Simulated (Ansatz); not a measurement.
Born–Oppenheimer molecular dynamics of H₄Sn (5 atoms, charge 0, multiplicity 1). It starts from a relaxed structure.

Method: Ansatz, RKS BLYP-D4/def2-SVP.

* ensemble: NVE (velocity Verlet)
* time step: 1 fs
* steps asked: 166
* starting velocities drawn for: 1000 K
* seed: 871470

First frame:

```xyz
5
Properties=species:S:1:pos:R:3
Sn 0.001 0.000 0.000
H 0.000 0.000 1.731
H 1.632 0.000 -0.576
H -0.815 1.413 -0.577
H -0.815 -1.413 -0.577
```

Q: How far do the bonds stretch over the last three quarters of this one trajectory? (Pairs bonded in most of those frames.)

A: 
```tsv
bond	mean (Å)	spread (Å)	shortest	longest
Sn1–H2	1.736	0.017	1.71	1.76
Sn1–H3	1.735	0.024	1.69	1.78
Sn1–H4	1.753	0.092	1.61	1.88
Sn1–H5	1.736	0.016	1.70	1.78
```

Mean temperature of the second half: 503 K. The conserved energy stayed within 0.98 meV per atom of its start (net change 0.17 meV per atom), so the integration is sound. Over the second half the temperature averaged 0.50 of the 1000 K drawn at the start: a run that starts near a minimum puts about half its kinetic energy into the potential. A run of 0.17 ps of so small a system gives no equilibrium averages.

Time of the run: 110 s on 1 thread of Arm Neoverse V2, with other jobs on the host, peak memory 0.087 GiB.
